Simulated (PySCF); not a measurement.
# How methods differ on the excitation energy of Ga⁺

Ga⁺ [Ar] 3d10 4s2 (1S) → Ga⁺ [Ar] 3d10 4s1 4d1 (3D), as a difference of total energies. All numbers are calculated (PySCF 2.14, the spin-free X2C one-electron Hamiltonian (Gaussian nucleus), in x2c-TZVPPall with one added diffuse shell each of s, p, d type (7s6p5d1f, 57 functions)). Correlated levels: valence: [Ar] 3d10 frozen; valence and next inner shell: [Ne] frozen. The calculations carry no spin-orbit coupling.

Q: Order these methods by the excitation energy they give, lowest first.
A. r2SCAN
B. B97-3
C. r2SCAN0
D. MP2 (valence)

A: D (13.251 eV), C (13.653 eV), A (13.743 eV), B (13.786 eV).

Errors of the correlated levels include the incompleteness of this basis and the frozen core.

For comparison: 14.116 eV (measured; NIST levels, between the centres of gravity of the two terms).
